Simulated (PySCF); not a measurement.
## PdH4: fields on a plane

These are results of PBE0/[Pd x2c-TZVPall, H x2c-TZVPall], spin-free X2C, density fitting, no spin–orbit coupling, PySCF, not measurements.

The singlet minimum has H–H 0.834 Å (×2), Pd–H 1.722 Å (×4); H–H–Pd 76.0° (×4), H–Pd–H 28.0° (×2), H–Pd–H 160.3° (×4).

The plane holds Pd1 at (0.00, 0.00), H2 at (1.72, 0.00), H3 at (-1.62, 0.58) Å. Columns run from x = -3.75 to 4.05 Å, rows from y = 2.85 (top) to -1.95 Å, in steps of 0.3 Å. Other isomers or separated fragments may lie lower.

Give the electrostatic potential (V) (cut at 20 V). Lower edges of the bins (V): '_' -0.28, '.' -0.16, ':' 0.03, '-' 0.33, '=' 0.80, '+' 1.56, '*' 2.76, '#' 4.66, '%' 7.67, '@' 12.44; top 20.0, each point printed twice.


```
::::::::::::::::......____________....................
::::::::::::::::......______________............::::::
::::::::::::::::::....______________........::::::::::
::::::::--------::::::....________......::::::::::::::
::::------========--------::::......::::::::::::::::::
::::----==++++**++++==++++++==----::------::::::::::::
::------==**##%%##****########**++========----::::::::
::----==++##@@@@@@%%%%@@@@@@@@%%********++==----::::::
::----==++##@@@@@@%%@@@@@@@@@@@@%%##%%%%**++==----::::
::------==**%%@@%%%%@@@@@@@@@@@@%%@@@@@@##++==----::::
::::----==++######%%@@@@@@@@@@@@@@@@@@@@##++==----::::
::::----====++****##@@@@@@@@@@@@%%%%@@%%**++==----::::
::::::----====++++**%%@@@@@@@@%%######**++==------::::
::::::::--------====**########********++==------::::::
::::::::::::::::::----==++++++==========------::::::::
::::::::::::::........::::------------------::::::::::
::::::::::........________......::::::::::::::::::::::
```

Give the electron localisation function (set to 0 where the density is under 0.005 e/Å³). Lower edges of the bins: '0' 0.000, '1' 0.100, '2' 0.200, '3' 0.300, '4' 0.400, '5' 0.499, '6' 0.599, '7' 0.699, '8' 0.799, '9' 0.899; top 1.00.


```
000000000000000000000000000
000000000000000000000000000
000000000000000000000000000
000000221111111100000000000
000036764211111111000000000
000379997312222111111000000
000699999422333212455300000
000799999424554223789840000
002799999337777326999970000
001799998147777428999983000
000599996147777419999983000
000378983137777228999972000
000136642124554128999950000
000012221123332127999730000
000000011112221124776300000
000000000111111112332000000
000000000011111100000000000
```
